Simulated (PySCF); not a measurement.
## Löwdin shares of the frontier orbitals

Species: C6H6F (charge +1).
Z-matrix (Å and degrees, GFN2-xTB geometry), rows numbered from 1:
```
F 
C   1  1.3193
C   2  1.3734  1  119.84
C   3  1.4545  2  119.79  1   179.94
C   4  1.4551  3  116.84  2    -0.04
C   5  1.3726  4  121.27  3     0.16
C   6  1.3948  5  120.19  4    -0.11
H   3  1.0817  2  120.13  1    -0.15
H   4  1.1060  3  109.90  2   126.12
H   4  1.1059  3  109.95  2  -126.37
H   5  1.0811  4  118.26  3  -179.94
H   6  1.0800  5  120.57  4   179.90
H   7  1.0826  2  118.62  1     0.21
```

Theory: TDDFT wB97X-D/def2-SVPD, vertical, gas phase, core orbitals frozen in the response (PySCF).

Frontier orbitals with the atoms that hold most of them (Löwdin shares over 4%, at most four atoms; ? is withheld):

```csv
orbital,ε (eV),atoms
LUMO+2,-1.90,"C4 18%, C5 16%, C3 11%, H10 10%"
LUMO+1,-4.10,"C6 22%, C5 19%, C2 17%, C3 16%"
LUMO,-7.16,?
HOMO,?,"C3 24%, C2 19%, C5 17%, C6 13%"
HOMO-1,-16.86,?
HOMO-2,-17.54,"F1 22%, C6 12%, C2 12%, C7 11%"
HOMO-3,-18.39,"C5 22%, C3 15%, C4 15%, H11 13%"
```

Q: Which atoms hold the HOMO-1, and with what shares?

A: C7 (bonded to 2 C and H) 26%; C6 (bonded to 2 C and H) 26%; C5 (bonded to 2 C and H) 10%; F1 (bonded to C) 9%. By element: carbon 62% or more, fluorine 9%.

Q: Which atoms hold the LUMO, and with what shares?

A: C7 (bonded to 2 C and H) 26%; C5 (bonded to 2 C and H) 19%; C3 (bonded to 2 C and H) 18%; C4 (bonded to 2 C and 2 H) 8%.

Q: What is the HOMO energy, and the HOMO–LUMO gap?

A: ε(HOMO) = -14.97 eV; the gap is 7.80 eV (0.2868 hartree).

Q: The HOMO–LUMO gap is 7.80 eV. Where does the response calculation put the lowest singlet, and from which orbitals?

A: S1 is at 3.81 eV (f = 0.105), 3.99 eV below the gap, made of HOMO→LUMO (98%). Without the coupling terms of the response equations the lowest excitation would equal the gap.

Q: Give energy, strength and leading configuration of S1, S2, S3 and S6, and follow the Löwdin shares of the leading atoms from the occupied to the empty orbital.

A: 
- S1 (3.81 eV, f 0.105), HOMO→LUMO (98%): C3 24% → 18%, C2 19% → at most 8%, C7 at most 13% → 26%, C5 17% → 19%
- S2 (5.31 eV, f 0.0020), HOMO-2→LUMO (96%): F1 22% → at most 8%, C6 12% → at most 8%, C7 11% → 26%, C5 at most 11% → 19%
- S3 (5.62 eV, f 0.088), HOMO-1→LUMO (86%): C7 26% → 26%, C6 26% → at most 8%, C5 10% → 19%
- S6 (7.11 eV, f 0.409), HOMO→LUMO+1 (83%): C3 24% → 16%, C2 19% → 17%, C6 13% → 22%, C5 17% → 19%
